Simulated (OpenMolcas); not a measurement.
## O2+: input and output

Input:

```
&GATEWAY
Coord
1

O 0.0 0.0 0.0
Basis=ANO-RCC-VTZP
Group=XYZ
NoMove
AngMom=0.0 0.0 0.0
AMFI
&SEWARD
* reference wave functions (RASSCF and RASSI steps not shown): 4 electrons in 8 orbitals (2s 2p 3s 3p)
>>> COPY JOB001 $Project.JobIph
&CASPT2
Multistate=3 1 2 3
Frozen=0 0
IPEA=0.25
Imaginary=0.1
MaxIter=60
WThr=0.0 0.3 0.05
PrWF=0.5
NoMix
>>> COPY JOB002 $Project.JobIph
&CASPT2
Multistate=11 1 2 3 4 5 6 7 8 9 10 11
Frozen=0 0
IPEA=0.25
Imaginary=0.1
MaxIter=60
WThr=0.0 0.3 0.05
PrWF=0.5
NoMix
>>> COPY JOB003 $Project.JobIph
&CASPT2
Multistate=1 1
Frozen=0 0
IPEA=0.25
Imaginary=0.1
MaxIter=60
WThr=0.0 0.3 0.05
PrWF=0.5
NoMix
...
```

Output, cut to the results:

```
--- CASPT2 ---
Orbital specifications:
      -----------------------

      Symmetry species                           1   2
                                                ag  au
      Frozen orbitals                            0   0
      Inactive orbitals                          1   0
      Active orbitals                            2   6
      Secondary orbitals                        11  10
      Deleted orbitals                           0   0
      Number of basis functions                 14  16
Type of calculation                        MS-CASPT2
      Fock operator                              state-specific
      IPEA shift                                 0.25
      Real shift                                 0.00
      Imaginary shift                            0.10
      The input orbitals will be transformed to quasi-canonical
Reference energy:         -73.1953007727
      E2 (Non-variational):      -0.0552883406
      Shift correction:          -0.0000258097
      E2 (Variational):          -0.0553141503
      Total energy:             -73.2506149230
      Residual norm:              0.0000007819
      Reference weight:           0.98957
      Contributions to the CASPT2 correlation energy
      Active & Virtual Only:         -0.0512335373
      One Inactive Excited:          -0.0027283023
      Two Inactive Excited:          -0.0013265010
Reference energy:         -73.1953007727
      E2 (Non-variational):      -0.0552864030
      Shift correction:          -0.0000258026
      E2 (Variational):          -0.0553122056
      Total energy:             -73.2506129783
      Residual norm:              0.0000007825
      Reference weight:           0.98957
      Contributions to the CASPT2 correlation energy
      Active & Virtual Only:         -0.0512315690
      One Inactive Excited:          -0.0027283330
      Two Inactive Excited:          -0.0013265010
::    CASPT2 Root  1     Total energy:    -73.25061492
::    CASPT2 Root  2     Total energy:    -73.25061298
::    CASPT2 Root  3     Total energy:    -73.25061204
::    MS-CASPT2 Root  1     Total energy:    -73.25061492
::    MS-CASPT2 Root  2     Total energy:    -73.25061298
::    MS-CASPT2 Root  3     Total energy:    -73.25061204
--- CASPT2 ---
Orbital specifications:
      -----------------------

      Symmetry species                           1   2
                                                ag  au
      Frozen orbitals                            0   0
      Inactive orbitals                          1   0
      Active orbitals                            2   6
      Secondary orbitals                        11  10
      Deleted orbitals                           0   0
      Number of basis functions                 14  16
Type of calculation                        MS-CASPT2
      Fock operator                              state-specific
      IPEA shift                                 0.25
      Real shift                                 0.00
      Imaginary shift                            0.10
      The input orbitals will be transformed to quasi-canonical
Reference energy:         -73.0921038271
      E2 (Non-variational):      -0.0641839752
      Shift correction:          -0.0000312310
      E2 (Variational):          -0.0642152062
      Total energy:             -73.1563190334
      Residual norm:              0.0000002671
      Reference weight:           0.98758
      Contributions to the CASPT2 correlation energy
      Active & Virtual Only:         -0.0597077283
      One Inactive Excited:          -0.0031362343
      Two Inactive Excited:          -0.0013400126
Reference energy:         -73.0921038271
      E2 (Non-variational):      -0.0642893458
      Shift correction:          -0.0000314522
      E2 (Variational):          -0.0643207980
      Total energy:             -73.1564246252
      Residual norm:              0.0000002900
      Reference weight:           0.98753
      Contributions to the CASPT2 correlation energy
      Active & Virtual Only:         -0.0598130282
      One Inactive Excited:          -0.0031363299
      Two Inactive Excited:          -0.0013399878
::    CASPT2 Root  1     Total energy:    -73.15631903
::    CASPT2 Root  2     Total energy:    -73.15642463
::    CASPT2 Root  3     Total energy:    -73.15642282
::    CASPT2 Root  4     Total energy:    -73.15634978
::    CASPT2 Root  5     Total energy:    -73.15640523
::    CASPT2 Root  6     Total energy:    -73.05394626
::    CASPT2 Root  7     Total energy:    -71.86956753
::    CASPT2 Root  8     Total energy:    -71.87025025
::    CASPT2 Root  9     Total energy:    -71.86992089
::    CASPT2 Root 10     Total energy:    -71.87023323
::    CASPT2 Root 11     Total energy:    -71.86972170
::    MS-CASPT2 Root  1     Total energy:    -73.15649169
::    MS-CASPT2 Root  2     Total energy:    -73.15643005
::    MS-CASPT2 Root  3     Total energy:    -73.15639945
::    MS-CASPT2 Root  4     Total energy:    -73.15633995
::    MS-CASPT2 Root  5     Total energy:    -73.15632827
::    MS-CASPT2 Root  6     Total energy:    -73.05394623
::    MS-CASPT2 Root  7     Total energy:    -71.87047018
::    MS-CASPT2 Root  8     Total energy:    -71.87024131
::    MS-CASPT2 Root  9     Total energy:    -71.87004903
::    MS-CASPT2 Root 10     Total energy:    -71.86954485
::    MS-CASPT2 Root 11     Total energy:    -71.86932035
--- CASPT2 ---
Orbital specifications:
      -----------------------

      Symmetry species                           1   2
                                                ag  au
      Frozen orbitals                            0   0
      Inactive orbitals                          1   0
      Active orbitals                            2   6
      Secondary orbitals                        11  10
      Deleted orbitals                           0   0
      Number of basis functions                 14  16
Type of calculation                        SS-CASPT2
...
```

Levels above the lowest, from the spin-orbit matrix with the single-state CASPT2 energies, averaged by term, on its diagonal:

```
Configuration  Term  J  E (cm-1)  Measured (cm-1)      g  Term weight %
      2s2 2p2    3P  0       0.0              0.0                   100
      2s2 2p2    3P  1       109              113  1.501            100
      2s2 2p2    3P  2       323                   1.501            100
      2s2 2p2    1D  2     20900            20273  1.000            100
      2s2 2p2    1S  0     43380            43186                   100
       2s 2p3   5S*  2     58370            60325  2.002            100
       2s 2p3   3D*  1    119160                   0.499            100
       2s 2p3   3D*  2    119160                   1.167            100
       2s 2p3   3D*  3    119170                   1.334            100
       2s 2p3   3P*  0    142590                                    100
       2s 2p3   3P*  1    142600                   1.501            100
       2s 2p3   3P*  2    142620                   1.501            100
       2s 2p3   1D*  2    189440           187054  1.000            100
       2s 2p3   3S*  1    198350           197088  2.002            100
       2s 2p3   1P*  1    212160           210462  1.000            100
```

Against the 7 measured excited levels shown (Moore, Selected Tables of Atomic Spectra, NSRDS-NBS 3, section 11) the mean absolute deviation is 1200 cm-1; the largest miss in energy is 2s 2p3 1D* 2: computed 189440, measured 187054 cm-1 (+1.3 %), and the largest in proportion 2s2 2p2 3P1 (-3.4 %).

CASPT2 breaks the degeneracy within a term, and the mean is taken; among the terms shown or strongly mixed into the levels shown the widest spread is 88 cm-1 (2s 2p3 1D*). Active for correlation alone: 3p 3s; no level in the range computed is led by a configuration that fills them, so any true level of that kind is missing. Computed and measured levels are paired by configuration, term and J; levels that our copy of the source lacks, or whose pairing is in doubt (as where it misses far off the trend of its configuration), stay unpaired and out of the deviations. Only configurations of the active space appear. The first state left out of the spin-orbit step lies near 290000 cm-1 above the lowest spin-free state of the reference (among the parities and spins computed), and the list stops at four fifths of that energy or lower.

The term weight is that of the spin-free term in the level, not the purity of its configuration. * marks odd parity.
